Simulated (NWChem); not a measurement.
System: Si$_{2}$H$_{4}$OF$_{2}$; SMILES F[SiH2][Si@@H](O)F

NWChem input:

```
start job
memory heap 200 mb stack 900 mb global 1100 mb
geometry units angstroms
  O     -1.142452    -1.720666    -0.334803
  Si     0.035941    -0.831818     0.411873
  F      1.506771    -1.407270     0.016023
  Si    -0.218943     1.319652    -0.474001
  F      0.832929     2.316722     0.276992
  H     -1.289000    -2.628428    -0.050817
  H     -0.047887    -0.938283     1.897516
  H      0.073310     1.335899    -1.936183
  H     -1.597638     1.834773    -0.229371
end
basis spherical
  * library 3-21g
end
dft
  xc hfexch
  iterations 150
end
driver
  maxiter 120
end
task dft optimize
task dft freq
```

NWChem printed, in part:

```
             Northwest Computational Chemistry Package (NWChem) 7.3.0
             --------------------------------------------------------

 C1  symmetry detected

                             Geometry "geometry" -> ""
                             -------------------------

 Output coordinates in angstroms (scale by  1.889725989 to convert to a.u.)

  No.       Tag          Charge          X              Y              Z
 ---- ---------------- ---------- -------------- -------------- --------------
    1 O                    8.0000    -1.14229050    -1.83545799    -0.09865908
    2 Si                  14.0000     0.10660086    -0.86547296     0.38671221
    3 F                    9.0000     1.47411637    -1.28110152    -0.39324762
    4 Si                  14.0000    -0.54257703     1.28287274    -0.27792347
    5 F                    9.0000     0.57627689     2.34812509     0.24931188
    6 H                    1.0000    -1.13594369    -2.76308086     0.15752785
    7 H                    1.0000     0.40746759    -1.03484830     1.83801792
    8 H                    1.0000    -0.62896871     1.38175841    -1.76332243
    9 H                    1.0000    -1.85410425     1.65302576     0.32942853

 Effective nuclear repulsion energy (a.u.)     303.2281222572

                                Z-matrix (autoz)
                                --------

 Units are Angstrom for bonds and degrees for angles

[...]

      ----------------------
      Optimization converged
      ----------------------

  Step       Energy      Delta E   Gmax     Grms     Xrms     Xmax
  ---- ---------------- -------- -------- -------- -------- --------
@   18    -849.51550182 -3.6D-08  0.00001  0.00000  0.00058  0.00130
                                     ok       ok       ok       ok

                                Z-matrix (autoz)
                                --------

 Units are Angstrom for bonds and degrees for angles

[...]

 Rotational Constants
 --------------------
 A=   0.169893 cm-1  (  0.244433 K)
 B=   0.058476 cm-1  (  0.084131 K)
 C=   0.047661 cm-1  (  0.068572 K)

 Temperature                      =   298.15K
 frequency scaling parameter      =   1.0000

 Zero-Point correction to Energy  =   31.053 kcal/mol  (  0.049486 au)
 Thermal correction to Energy     =   35.511 kcal/mol  (  0.056590 au)
 Thermal correction to Enthalpy   =   36.103 kcal/mol  (  0.057534 au)

 Total Entropy                    =   84.583 cal/mol-K
   - Translational                =   40.090 cal/mol-K (mol. weight = 113.9769)
   - Rotational                   =   27.611 cal/mol-K (symmetry #  =        1)
   - Vibrational                  =   16.882 cal/mol-K

 Cv (constant volume heat capacity) =   23.367 cal/mol-K
   - Translational                  =    2.979 cal/mol-K
   - Rotational                     =    2.979 cal/mol-K
   - Vibrational                    =   17.408 cal/mol-K

[normal modes left out]

 ----------------------------------------------------------------------------
 Normal Eigenvalue ||           Projected Infra Red Intensities
  Mode   [cm**-1]  || [atomic units] [(debye/angs)**2] [(KM/mol)] [arbitrary]
 ------ ---------- || -------------- ----------------- ---------- -----------
    1       -0.000 ||    0.000125           0.003         0.122       0.013
    2       -0.000 ||    0.001081           0.025         1.054       0.117
    3        0.000 ||    0.000739           0.017         0.720       0.080
    4        0.000 ||    0.001117           0.026         1.089       0.120
    5        0.000 ||    0.000321           0.007         0.313       0.035
    6        0.000 ||    0.000266           0.006         0.260       0.029
    7       61.786 ||    0.002318           0.053         2.259       0.250
    8      101.371 ||    0.002662           0.061         2.596       0.287
    9      186.321 ||    0.015676           0.362        15.282       1.691
   10      218.361 ||    0.004800           0.111         4.679       0.518
   11      297.145 ||    0.056951           1.314        55.518       6.144
   12      413.283 ||    0.240457           5.548       234.410      25.942
   13      457.646 ||    0.036426           0.840        35.510       3.930
   14      568.172 ||    0.036517           0.842        35.599       3.940
   15      759.770 ||    0.297301           6.859       289.824      32.075
   16      824.785 ||    0.050241           1.159        48.977       5.420
   17      858.460 ||    0.282951           6.528       275.835      30.527
   18      923.612 ||    0.029168           0.673        28.435       3.147
   19      936.151 ||    0.208103           4.801       202.869      22.452
   20      965.807 ||    0.193122           4.455       188.265      20.835
   21     1007.964 ||    0.117117           2.702       114.171      12.635
   22     1033.864 ||    0.184269           4.251       179.634      19.880
   23     1062.695 ||    0.109178           2.519       106.432      11.779
   24     2346.838 ||    0.148924           3.436       145.178      16.067
   25     2351.013 ||    0.164362           3.792       160.229      17.733
   26     2372.692 ||    0.204162           4.710       199.028      22.026
   27     3984.371 ||    0.114266           2.636       111.392      12.328
 ----------------------------------------------------------------------------
```

Level: Hartree-Fock/3-21G.
